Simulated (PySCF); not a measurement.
## Working out the ionisation energy of Ru⁺

Ru⁺ [Kr] 4d7 (4F) → Ru²⁺ [Kr] 4d6 (5D). Calculation: PySCF 2.14, in ANO-RCC-VTZP; scalar relativity by spin-free X2C-1e. Frozen: [Ar] 3d10. Energies in hartree (1 hartree = 27.21139 eV):

```
            part   Ru⁺ (lower)  Ru²⁺ (upper)
             UHF  -4527.622216  -4527.073985
CCSD correlation     -0.457727     -0.407299
             (T)     -0.012420     -0.008942
```

Problem. What does Hartree-Fock give?

Solution. (-4527.073985) − (-4527.622216) = 0.548231 hartree = 14.918 eV.

Problem. What do CCSD and CCSD(T) give?

Solution. The CCSD correlation energies differ by 0.050428 hartree = 1.372 eV and the triples by 0.003478 hartree = 0.095 eV, so CCSD gives 16.290 eV and CCSD(T) 16.385 eV.

A first-order spin-orbit estimate adds 0.051 eV to CCSD(T) (valence and next inner shell), giving 16.436 eV against 16.76 ± 0.06 eV (semi-empirical (NIST evaluation); NIST Atomic Spectra Database, ionization energies).

What remains against the reference includes basis incompleteness, the frozen core and higher excitations.
